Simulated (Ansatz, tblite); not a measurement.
Cost and result up the ladder for [OsO3N]- (OsNO₃⁻) (5 atoms). Charge -1, multiplicity 1. Geometry: PBE0-D4/def2-SVPD.

```xyz
5

Os    0.004   -0.003    0.007
O     0.842   -1.480   -0.389
O     1.126    1.224    0.533
O    -1.214   -0.290    1.222
N    -0.759    0.548   -1.374
```

Ansatz on 2 threads of Intel Xeon 6975P-C on a shared host; xTB runs through tblite on one thread. Times are rough, summed over both states, and most runs start from the orbitals of an earlier one. No level here is sound enough to serve as a yardstick. The other state is a doublet.

In the def2 sets Os takes a core potential; there is no spin–orbit coupling. The xTB rows come from tblite. HOMO above LUMO, or a gap near zero within one spin, warns that the state may not be the lowest or that an electron is smeared out.

Raw xTB energies of ions are shifted by several eV.

| level | functions | wall time | vertical IE (eV) | remarks |
| --- | --- | --- | --- | --- |
| GFN1-xTB | 25 | 0.007 s | 10.84 | – |
| GFN2-xTB | 25 | 0.008 s | 10.34 | – |
| PBE-D4/def2-TZVPD | 200 | 8.7 s | 4.76 | gap within one spin near zero (doublet) |
| PBE0-D4/def2-TZVPD | 200 | 13 s | 5.01 | restricted SCF unstable in HF (-1 singlet) |
| r2SCAN-D4/def2-TZVPD | 200 | 16 s | 4.83 | restricted SCF unstable in HF (-1 singlet) |
